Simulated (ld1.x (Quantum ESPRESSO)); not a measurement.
Pt: one change to a TM potential, before and after

* Element: platinum
* Generator: ld1.x (Quantum ESPRESSO) 7.5
* Type: norm-conserving Troullier–Martins (Kleinman–Bylander form)
* Functional: PBEsol
* Relativity: scalar-relativistic
* Frozen core: [Xe] 4f14
* Valence charge: 10
* Reference configuration: 5d9 6s1 6p0
* Partial waves: 6s (bound): rc 1.95 bohr; 6p (bound, empty): rc 3.00 bohr; 5d (bound): rc 1.75 bohr
* Local potential: the d channel
* Core correction: a·sin(br)/r model core, default radius (core density twice the valence density)

Change: all radii but the core radius scaled by about 0.76 (s 1.48, p 2.28, d 1.34 bohr).

Cutoffs: the cutoffs (Ry, on a coarse ladder) from which the occupation-weighted sum of valence levels, in a spherical-Bessel basis at the reference potential, stays within 10 and 1 mRy of its value at 400 Ry; they do not see the model core or the augmentation charge, which bear on the density cutoff. Errors are all-electron minus pseudo energies relative to the spin-unpolarised reference configuration.

What does the change do?

The potential gets harder (40 Ry and 50 Ry → 100 Ry and 120 Ry); both files keep a bound ghost (p, s); of the 7 tests that both files solve, the error grows in 5 and shrinks in 0 by more than 15 % and 0.3 meV (median size 31.0 → 42.8 meV). A smaller radius makes the pseudo-wave follow the all-electron one further in, where it bends more sharply, so more plane waves are needed. That the errors move this way runs against the usual rule that smaller radii transfer better.

| quantity | base | changed |
| --- | --- | --- |
| cutoff, loose | 40 Ry | 100 Ry |
| cutoff, tight | 50 Ry | 120 Ry |
| loose cutoff by channel (10 mRy a level) | s 15 Ry, d 35 Ry | s 100 Ry, d 35 Ry |
| bound ghosts | s, p | s, p |
| error for 5d9 6s0 6p0, meV [ΔE 9.23 eV] | -15 | -20 |
| error for 5d8 6s0 6p0, meV [ΔE 29.22 eV] | -31 | -51 |
| error for 5d7 6s0 6p0, meV [ΔE 61.47 eV] | -169 | -218 |
| error for 5d8 6s2 6p0, meV [ΔE 0.99 eV] | -39 | -43 |
| error for 5d6 6s0 6p0, meV [ΔE 107.15 eV] | -547 | -641 |
| error for 5d9 6s0 6p1, meV [ΔE 5.13 eV] | -4.6 | -17 |
| error for 5d9.5 6s0.5 6p0, meV [ΔE -0.12 eV] | -9.6 | -10 |

 A true bound ghost makes a file unfit for plane-wave use even where its test errors are small: the radial tests pick states by their node count and pass the ghost by.
